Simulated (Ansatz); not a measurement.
Mulliken charges of Cl2FHSi, SMILES `F[SiH](Cl)Cl` from ωB97M-V/def2-TZVPP in Ansatz (PBE0-D4/def2-TZVP geometry).

```
atom   x (Å)   y (Å)   z (Å)  charge (e)
  F1   0.036  -0.683   1.467      -0.276
 Si2   0.116  -0.048   0.021       0.632
 Cl3  -0.512   1.872   0.131      -0.170
 Cl4  -1.093  -1.109  -1.208      -0.170
  H5   1.503  -0.106  -0.452      -0.017
```

By hand: the dipole of these point charges (1 e Å = 4.8032 D).

Σ q r = (0.311, 0.030, -0.201) e Å, of length 0.372 e Å = 1.79 D.

How does the dipole of the full density compare? (Estimate.)

Ansatz gave: (0.159, 0.026, -0.128) e Å, 0.99 D; the point charges give 1.81 times that, at 6° from its direction.

Point charges leave out the atoms' own dipoles, such as those of lone pairs, and Mulliken's split depends on the basis, so the two needn't agree.
